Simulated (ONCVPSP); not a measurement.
**Logarithmic derivatives: thulium (Tm), ONCV**

| Property | Result |
| --- | --- |
| Element | Tm |
| Generator | ONCVPSP 4.0.1 |
| Type | optimised norm-conserving Vanderbilt (ONCV) |
| Functional | LDA (Perdew-Wang 92) |
| Relativity | scalar-relativistic |
| Frozen core | [Kr] 4d10 |
| Valence charge | 23 |
| Reference configuration | 4f13 5s2 5p6 6s1 (charge +1) |
| Partial waves | 5s+6s: rc 1.75 bohr, ncon 4, nbas 8, qcut 7.7 1/bohr, 2 projectors; 5p: rc 1.95 bohr, ncon 4, nbas 7, qcut 6.2 1/bohr, 2 projectors, debl 2.4 Ha; d scattering state at 0.03 Ha: rc 1.45 bohr, ncon 4, nbas 8, qcut 7.6 1/bohr, 2 projectors, debl 3.6 Ha; 4f: rc 1.05 bohr, ncon 3, nbas 7, qcut 14.1 1/bohr, 3 projectors, debl 1.5 Ha |
| Local potential | polynomial inside 1.05 bohr (lpopt 5, dvloc0 -1 Ha) |
| Core correction | Teter function, fcfact 2.5, rcfact 1.05 |

In the d channel the program set the typed energies aside and used 0.050, 3.650 Ha.

The phase is arctan(r·R′/R) of the radial function R(r), unwrapped; energies in Ha, scanned from -4 to 5 Ha. A pole is an energy at which the radial function vanishes at the test radius. The pseudo phase is shifted by a multiple of π to meet the all-electron one at the reference energy, and phase errors are pseudo minus all-electron; the curves can meet again beyond the range given. Levels narrower than the energy grid can be missing from the lists of poles. Where the grid stepped over a known ghost or core level, its pole and its step of π were put in at the level’s energy.

**Question.** For each channel, where are the poles, and over which energies does the pseudopotential scatter like the atom?

**Answer.**

```csv
channel,radius (bohr),reference energy (Ha),"poles, all-electron","poles, pseudo",unbroken range about the reference energy with phases within 0.05 rad,phase error 1 Ha above the reference energy (rad)
s,1.77,-0.35,-1.55,"-2.77, -1.55",above -2.8,+0.000
p,1.98,-1.24,-0.61,"-0.61, 4.98",below 4.9,-0.000
d,1.47,0.05,4.35,4.34,the whole range,-0.001
f,1.07,-0.37,0.86,0.86,the whole range,-0.000
```

Note: ghosts flagged at negative energy: s at -75.4 eV; GHOST(+) flagged for p at 153.6 eV. A true bound ghost makes a file unfit for plane-wave use.

Phases in the d channel:

| E (Ha) | all-electron | pseudo |
| --- | --- | --- |
| -3.98 | 1.225 | 1.215 |
| -3.50 | 1.186 | 1.178 |
| -3.02 | 1.136 | 1.129 |
| -2.54 | 1.068 | 1.061 |
| -2.06 | 0.969 | 0.964 |
| -1.58 | 0.818 | 0.814 |
| -1.10 | 0.569 | 0.565 |
| -0.62 | 0.159 | 0.158 |
| -0.14 | -0.367 | -0.367 |
| 0.34 | -0.794 | -0.794 |
| 0.82 | -1.057 | -1.058 |
| 1.30 | -1.217 | -1.218 |
| 1.78 | -1.321 | -1.322 |
| 2.26 | -1.394 | -1.395 |
| 2.74 | -1.449 | -1.449 |
| 3.22 | -1.492 | -1.492 |
| 3.70 | -1.528 | -1.528 |
| 4.18 | -1.560 | -1.560 |
| 4.66 | -1.589 | -1.590 |
